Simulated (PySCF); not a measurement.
**Frontier levels across methods**

Species: CH8ClPSi2.
Z-matrix (Å and degrees, PBE0-D3(BJ)/def2-SVP geometry), rows numbered from 1:
```
Si
C   1  1.8862
Si  2  1.8690  1  116.64
P   3  2.2543  2  109.98  1    65.06
Cl  3  2.0829  2  108.40  1   -58.36
H   1  1.4944  2  109.91  3  -177.24
H   1  1.4916  2  110.62  3    62.28
H   1  1.4956  2  109.94  3   -57.92
H   2  1.1038  1  108.46  3  -122.40
H   2  1.1047  1  108.76  3   121.46
H   3  1.4914  2  111.44  1  -175.61
H   4  1.4278  3   93.81  2   -76.46
H   4  1.4278  3   93.28  2  -170.65
```

Basis pcSseg-1 throughout (PySCF), one geometry. Geometry: PBE0-D3(BJ)/def2-SVP, one conformer, isolated molecule.

How do the orbital energies, the gap and the dipole change with the method?

```csv
method,kind,HOMO (eV),LUMO (eV),gap (eV),μ (D),SCF cycles
B97-2,global hybrid,-7.50,-0.07,7.43,1.28,12
PBE0,global hybrid,-7.73,-0.06,7.67,1.26,12
mPW1PW91,global hybrid,-7.75,-0.06,7.70,1.27,12
BHandHLYP,global hybrid,-8.71,0.93,9.64,1.37,11
CAM-B3LYP,range-separated hybrid,-8.96,1.05,10.01,1.31,11
wB97X-D,range-separated hybrid,-9.55,1.66,11.21,1.30,13
LC-wPBE,range-separated hybrid,-10.34,2.14,12.48,1.29,12
```

The HOMO spans 2.84 eV, from B97-2 down to LC-wPBE, and the gap runs from 7.43 eV (B97-2) to 12.48 eV (LC-wPBE). Over the methods B97-2 (21 %), PBE0 (25 %), mPW1PW91 (25 %), BHandHLYP (50 %), a straight line through the gap against the share of exact exchange rises by 0.77 eV for each 10 % (correlation coefficient 1.000). The dipole ranges from 1.26 D (PBE0) to 1.37 D (BHandHLYP). This basis has no diffuse functions.
